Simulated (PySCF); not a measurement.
Simulated C 1s region for `CCC[C@H]1C[CH2][AlH][CH2]1`, binding energy against the vacuum level.

Every computed line was given a Gaussian of 0.4 eV full width at half maximum and an area set by the number of equivalent atoms; the highest printed point is 100. Level of theory: delta-SCF UKS SCAN, pcX-2 on the ionised atom, pcseg-1 elsewhere, spin-free X2C (PySCF).

binding energy (eV), intensity and a bar:
```
    288.6          0 
    288.7          0 
    288.8          2 #
    288.9          8 ##
    289.0         20 ######
    289.1         36 ###########
    289.2         48 ##############
    289.3         46 ##############
    289.4         33 ##########
    289.5         17 #####
    289.6          9 ###
    289.7         12 ####
    289.8         27 ########
    289.9         54 ################
    290.0         83 #########################
    290.1        100 ##############################
    290.2         96 #############################
    290.3         76 #######################
    290.4         51 ###############
    290.5         28 ########
    290.6         12 ####
    290.7          4 #
    290.8          1 
    290.9          0
```

Problem. How many maxima does the curve show, and how many computed lines lie under it?

Solution. The curve has 2 maxima (at 289.2 and 290.1 eV). Under it lie 7 lines from 7 inequivalent carbon sites. At this width some lines have no maximum of their own.

Problem. Decompose the envelope and assign each component. Numbering: `[CH3:1][CH2:2][CH2:3][C@H:4]1[CH2:5][CH2:6][AlH:7][CH2:8]1`.

Solution. 
```json
{"position (eV)": "289.19", "relative area": "1", "line": "C 1s", "atoms": "C8", "environment": "ring CH2 carbon"}
{"position (eV)": "289.29", "relative area": "1", "line": "C 1s", "atoms": "C6", "environment": "ring CH2 carbon"}
{"position (eV)": "289.98", "relative area": "1", "line": "C 1s", "atoms": "C3", "environment": "chain CH2 carbon"}
{"position (eV)": "290.10", "relative area": "1", "line": "C 1s", "atoms": "C5", "environment": "ring CH2 carbon"}
{"position (eV)": "290.10", "relative area": "1", "line": "C 1s", "atoms": "C4", "environment": "sp3 CH carbon"}
{"position (eV)": "290.21", "relative area": "1", "line": "C 1s", "atoms": "C2", "environment": "chain CH2 carbon"}
{"position (eV)": "290.36", "relative area": "1", "line": "C 1s", "atoms": "C1", "environment": "methyl carbon"}
```

Problem. What are the centre and the root-mean-square width of the whole band?

Solution. The area-weighted mean of the lines is 289.89 eV. Their own spread about it is 0.43 eV (rms) and each Gaussian has σ = 0.4/2.355 = 0.17 eV; the variances add, which gives 0.46 eV.

The listed C 1s values span 1.17 eV, from C8 (bonded to C, 2 H and Al) to C1 (bonded to C and 3 H). The values 290.10 and 290.10 eV lie too close for their order to be trusted.

Shake-up satellites, vibrational structure and lifetime widths aren't simulated. One conformer (not necessarily the lowest) at the PBE0-D3(BJ)/def2-SVP geometry, without solvent, vibrations or thermal averaging.

The run took 2.1 min of wall time on one thread, Intel Xeon 6975P-C (x86_64), no GPU (shared host), and the process peaked at 0.70 GiB of memory.
